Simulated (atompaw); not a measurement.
# Before and after: PAW (atompaw) potential for chlorine (Cl)

atompaw 4.2.0.5 input, output lines left out:

```
Cl 17
LDA-PW scalarrelativistic loggrid 1500 logderivrange -5 5 251
3 3 0 0 0 0
3 1 3
0 0 0
c
c
v
c
v
2
1.45 1.10 1.40 0.90
y
-0.4
n
y
2.65
n
y
0.1
n
custom rrkj vanderbiltortho sinc
bessel
1.45
1.45
1.45
1.45
1.45
```

Change: all radii scaled by about 0.86 (s 1.24, p 1.24, d 1.24 bohr); local potential bessel scheme, radius 1.20 bohr; augmentation sinc compensation charge, radius 0.94 bohr; PAW radius 1.24 bohr; waves and projectors: custom rrkj vanderbiltortho; core correction smooth core density matched at 0.78 bohr.

Cutoffs: the cutoffs (Ry, on a coarse ladder) from which the occupation-weighted sum of valence levels, in a spherical-Bessel basis at the reference potential, stays within 10 and 1 mRy of its value at 400 Ry; they do not see the model core or the augmentation charge, which bear on the density cutoff.

Problem. What does the change do?

Solution. The potential gets harder (25 Ry and 40 Ry → 25 Ry and 50 Ry); neither file shows a bound ghost. A smaller radius makes the pseudo-wave follow the all-electron one further in, where it bends more sharply, so more plane waves are needed.

```csv
quantity,base,changed
"cutoff, loose",25 Ry,25 Ry
"cutoff, tight",40 Ry,50 Ry
loose cutoff by channel (10 mRy a level),"s 8 Ry, p 21 Ry","s 21 Ry, p 15 Ry"
bound ghosts,none,none
lowest overlap eigenvalue by channel,"s 0.44, p 0.75, d 1.00","s 0.46, p 0.73, d 1.00"
```

 The cutoffs see the waves, projectors and local potential, not the compensation charge or the core.
